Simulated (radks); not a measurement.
Fractional charge and spin in the 5p shell of barium: the spin-up occupation runs from 2 to 3 and the spin-down occupation from 2 to 3; the fullest corner is Ba, [Kr] 4d10 5s2 6s2 5p(up 3, down 3). Calculated with a radial shooting solver on a logarithmic mesh with Libxc functionals: scalar-relativistic Kohn-Sham, BLYP, spin-polarised, spherical densities, finite nucleus; Fermi nuclear charge, rms radius of each element as measured or else 0.836 A^(1/3) + 0.57 fm. Energy (eV) minus the two flat planes that join the four corners (they meet along the diagonal where the two added fractions sum to one electron); zero is where a piecewise linear energy would lie.

down \ up,2,2.25,2.5,2.75,3
2,0.000,-0.948,-1.256,-0.936,0.000
2.25,-0.948,-1.207,-0.841,0.139,-0.851
2.5,-1.256,-0.841,0.186,-0.760,-1.123
2.75,-0.936,0.139,-0.760,-1.079,-0.833
3,0.000,-0.851,-1.123,-0.833,0.000

Corners above the fullest one (they belong to Ba+ and the next ion): (up 3, down 2) 22.833 eV, (up 2, down 3) 22.833 eV, (up 2, down 2) 55.950 eV. With half an added electron in each spin the energy lies 0.186 eV from the planes, and with half an added electron in spin up alone -1.256 eV. The planes are only a guide here: the flat-plane condition holds for ground states with one frontier orbital, while this shell lies below other occupied shells, so the corners above the fullest one are inner-hole states and not the ground states of those ions.
